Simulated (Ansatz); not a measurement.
CH₅NOSn at its PBE0-D4/def2-TZVP geometry, where that method's forces vanish. Total charge 0; spin multiplicity 1. Sn takes the def2 core potential. The bonds changed during the relaxation, so this is another structure than the one it started from.

```xyz
9

N    -0.4431   -0.6080   -1.2669
Sn   -1.7282   -0.6174    0.3451
C     0.9219    1.2051    0.8261
O    -0.0226    0.8232    1.4733
H    -0.7753   -0.2365   -2.1448
H     0.1577   -1.4009   -1.4399
H    -0.8184   -1.9225    1.1432
H     1.0311    0.8983   -0.2286
H     1.6769    1.8586    1.2925
```

**Question.** What forces (eV/Å) does B3LYP-D4/def2-TZVPP give on these atoms in Ansatz? (Estimate.)

**Answer.** The calculation gave: 
```
N1   0.129 -0.023 -0.218
Sn2 -0.315 -0.006  0.158
C3   0.283  0.124 -0.165
O4  -0.153 -0.033  0.179
H5   0.020 -0.005 -0.019
H6   0.015  0.007 -0.025
H7   0.040 -0.067  0.043
H8   0.017  0.043  0.089
H9  -0.036 -0.039 -0.042
```

B3LYP here is the variant with VWN-RPA as its local correlation; programs differ in this.
